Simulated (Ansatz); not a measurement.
`CC[O][Ti]([Cl])([O]C)[N](C)C` at its PBE0-D4/def2-TZVP geometry, where that method's forces vanish. The species carries charge 0 and has multiplicity 1.

```xyz
24

C     1.7074   -1.6225   -2.1585
C     0.7563   -2.3436   -1.2289
O     0.2239   -1.4905   -0.2596
Ti    0.2577    0.0236    0.6636
Cl    1.6411   -0.2517    2.4176
O     0.8383    1.4316   -0.2337
C     1.7106    2.2810   -0.9021
N    -1.4635    0.3710    1.2948
C    -2.4220   -0.6684    1.5731
C    -1.9257    1.6913    1.6393
H     2.5512   -1.2090   -1.6006
H     1.1966   -0.8050   -2.6727
H     2.0998   -2.3107   -2.9112
H     1.2713   -3.1665   -0.7188
H    -0.0745   -2.7798   -1.7966
H     1.2107    3.2286   -1.1270
H     2.5892    2.4872   -0.2822
H     2.0438    1.8317   -1.8437
H    -2.0316   -1.6428    1.2742
H    -2.6604   -0.7114    2.6445
H    -3.3605   -0.4956    1.0278
H    -1.1722    2.4412    1.3920
H    -2.8470    1.9418    1.0948
H    -2.1403    1.7684    2.7139
```

Task: What forces (eV/Å) does PBE-D4/def2-TZVPP give on these atoms in the Gaussian-basis code of Ansatz? (Estimate.)

Result: The calculation gave: 
```
C1   0.041  0.004 -0.045
C2   0.066 -0.087 -0.126
O3  -0.201 -0.259  0.027
Ti4  0.212 -0.035  0.206
Cl5  0.158 -0.030  0.213
O6  -0.075  0.206 -0.071
C7   0.084  0.091 -0.085
N8  -0.215  0.044  0.067
C9  -0.024 -0.055  0.002
C10 -0.001  0.059  0.001
H11  0.165  0.082  0.103
H12 -0.093  0.161 -0.105
H13  0.085 -0.128 -0.157
H14  0.112 -0.199  0.107
H15 -0.183 -0.119 -0.132
H16 -0.091  0.224 -0.061
H17  0.204  0.057  0.127
H18  0.090 -0.082 -0.217
H19  0.074 -0.200 -0.056
H20 -0.068 -0.020  0.230
H21 -0.220  0.027 -0.106
H22  0.149  0.155 -0.046
H23 -0.211  0.071 -0.105
H24 -0.057  0.033  0.232
```
